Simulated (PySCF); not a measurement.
# Working out the ionisation energy of F⁺

F⁺ [He] 2s2 2p4 (3P) → F²⁺ [He] 2s2 2p3 (4S). Computed with PySCF 2.14 in x2c-TZVPall (5s3p2d1f, 31 functions), with the spin-free X2C one-electron Hamiltonian (Gaussian nucleus). Frozen: 1s2. Energies in hartree (1 hartree = 27.21139 eV):

```
            part  F⁺ (lower)  F²⁺ (upper)
             UHF  -98.924060   -97.696808
CCSD correlation   -0.156640    -0.111417
             (T)   -0.001904    -0.001134
```

Question: What does Hartree-Fock give?

Answer: (-97.696808) − (-98.924060) = 1.227252 hartree = 33.395 eV.

Question: What do CCSD and CCSD(T) give?

Answer: The CCSD correlation energies differ by 0.045223 hartree = 1.231 eV and the triples by 0.000770 hartree = 0.021 eV, so CCSD gives 34.626 eV and CCSD(T) 34.647 eV.

Measured between the centres of the two terms (NIST): 34.950 eV, so CCSD(T) (valence) is off by -0.303 eV.

What remains against the reference includes basis incompleteness, the frozen core and higher excitations.
